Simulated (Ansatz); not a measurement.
Consider the atomization: `S[SiH](S)S` → 4 H• + 3 S• + Si•.

Isolated molecules relaxed with PBE0-D4/def2-TZVP in Ansatz; ΔE leaves out vibrations. CCSD(T)/CBS is extrapolated from def2-TZVPP and def2-QZVPP, frozen cores. Functionals use def2-TZVPP. No spin–orbit coupling; open shells (•) take unrestricted orbitals. Spin–orbit coupling would lower the free atoms: a little for S, Si. Each species was taken in one conformer, which may not be the lowest.

```
         level  ΔE (kJ/mol)
           PBE       2402.8
MP2/def2-QZVPP       2401.3
```

Q: What does CCSD(T)/CBS give? (Estimate.)

A: The calculation gave: +2417.9 kJ/mol. The listed levels differ from it by -15.1, -16.6 kJ/mol.

Largest T1 diagnostic among the species: 0.012.

From PBE to PBE0 (25 % exact exchange), in def2-TZVPP and without D4, ΔE moves by −25.0 kJ/mol: exact exchange takes away binding that semilocal exchange gives to molecules. In def2-TZVPP, CCSD(T) changes the Hartree–Fock value by +630.4 kJ/mol (the triples alone add +44.9 kJ/mol) and MP2 by +656.4 kJ/mol; breaking electron pairs costs correlation energy, which Hartree–Fock lacks.

CCSD(T)/CBS has its own doubt, a few kJ/mol and more with outer-core shells, so smaller differences from it don't rank the levels.
